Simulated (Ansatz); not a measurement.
Gas-phase electronic energies from Ansatz, PBE0-D4/def2-TZVP geometries. CCSD(T)/CBS adds triple-zeta CCSD(T) − MP2 to the extrapolated MP2 energy (def2 sets, frozen cores). This one scheme is used for every species. Functionals use def2-TZVPP. B3LYP here is the variant with VWN-RPA as its local correlation; programs differ in this. For Ge outer-core shells are correlated without core-valence functions, which leaves a few kJ/mol of doubt a bond. Scalar relativity is left out up to krypton. Each species was taken in one conformer, which may not be the lowest.

Reaction (formal exchange of groups at a Ge–O bond): `CC[O][GeH]([CH3])[F]` + `C#CC#C` → `C#[C][GeH]([CH3])[F]` + `C#COCC`

```
             level  ΔE (kJ/mol)
            PBE-D4        116.3
           PBE0-D4        110.3
          B3LYP-D4        117.9
           ωB97X-V        102.5
CCSD(T)/def2-TZVPP        109.2
     HF/def2-QZVPP        102.6
     MP2/CBS(def2)        122.8
    CCSD/CBS(def2)        112.0
```

Question: What does CCSD(T)/CBS give? (An estimate is asked.)

Answer: Computed: +114.4 kJ/mol. The listed levels differ from it by 1.9, -4.1, 3.5, -11.9, -5.2, -11.8, 8.4, -2.4 kJ/mol.

Largest T1 diagnostic among the species: 0.014.

In def2-TZVPP, CCSD(T) changes the Hartree–Fock value by +7.8 kJ/mol (the triples alone add +2.3 kJ/mol) and MP2 by +16.3 kJ/mol. From PBE to PBE0 (25 % exact exchange), in def2-TZVPP and without D4, ΔE moves by −6.0 kJ/mol.
